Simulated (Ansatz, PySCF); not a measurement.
Process, species as SMILES: BrB(Br)Br → Br[B]Br + Br atom (the B-Br bond at the site shown breaks; other sites are not compared here)
Structures are relaxed separately at B3LYP-D3(BJ)/def2-TZVP in Ansatz (a first-principles code). Frequencies are from Ansatz or PySCF.

Quantity: bond dissociation energy (enthalpy at 298 K, with B3LYP-D3(BJ) rigid-rotor harmonic-oscillator terms), in kcal/mol. Valence correlation only, unless marked. Open shells are spin-unrestricted. Spin-orbit coupling is left out. The frozen core is the preceding noble-gas configuration, with the filled d and f shells of earlier blocks. No relativistic terms. CBS(X,Y): correlation extrapolated as X^-3; Hartree-Fock from the larger set.

CCSD(T)/CBS(cc-pVTZ,cc-pVQZ) (Ansatz) gives 102.0 kcal/mol.

Problem. Another calculation gave 96.5 kcal/mol. Which level was it?
A. CAM-B3LYP/def2-TZVPD (Ansatz)
B. SVWN5/def2-TZVPD (Ansatz)
C. PBE/def2-TZVPD (Ansatz)
D. BHLYP/def2-TZVPD (Ansatz)

Solution. A, CAM-B3LYP/def2-TZVPD (Ansatz). The others give 100.9 (PBE), 117.5 (SVWN5), 93.2 (BHLYP) kcal/mol.
